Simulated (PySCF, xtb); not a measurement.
CH6GeOTe, SMILES CO[Te][GeH3].

xtb with GFN2-xTB at its own geometry gives an orbital gap of 3.13 eV and a dipole moment of 1.48 D.

Geometry optimised at PBE-D3(BJ)/def2-SVP. The structure was generated by enumeration, and PubChem lists no compound with its InChIKey, so it may never have been made. The def2 effective core potentials stand for the cores of Te; spin–orbit coupling is left out. One conformer was computed; it need not be the lowest.

Problem. What does PBE/def2-TZVP run with PySCF give? (Estimate from the structure and the level; the computed values follow.)

Solution. gap 2.36 eV (levels -5.32 and -2.96 eV), dipole 1.30 D.
